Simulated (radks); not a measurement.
Question: Dy, 66 electrons, occupied as [Xe] 4f10 6s2. All-electron calculation, non-relativistic Kohn-Sham, PBE, spin-unpolarised, spherical densities, point nucleus; relativity is left out, which matters for an element this heavy. Program: a radial shooting solver on a logarithmic mesh with Libxc functionals. Some entries of the table are withheld. Estimate them.

orbital  occ.  eigenvalue (hartree)  <r^2> (bohr^2)  <r> (bohr)
1s          2             -1844.790       0.0007057     0.02298
2s          2             -295.5427         0.01118     0.09765
2p          6             -281.6428        0.008306     0.08277
3s          2             -65.35288         0.07187      0.2511
3p          6             -59.11304         0.06710      0.2409
3d         10             -47.48861             (1)      0.2132
4s          2             -12.58751          0.3616      0.5663
4p          6             -10.11547          0.3809         (2)
4d         10              -5.69094          0.4334      0.6112
5s          2              -1.54404           2.220       1.404
5p          6              -0.89883           2.901       1.595
4f         10              -0.25680          0.9267      0.8293
6s          2              -0.12839           21.99       4.399
5d          0              -0.06888           12.77       3.166
6p          0              -0.04900             (3)         (4)

Answer: 
(1) 3d <r^2> (bohr^2): 0.05327
(2) 4p <r> (bohr): 0.5789
(3) 6p <r^2> (bohr^2): 40.05
(4) 6p <r> (bohr): 5.901
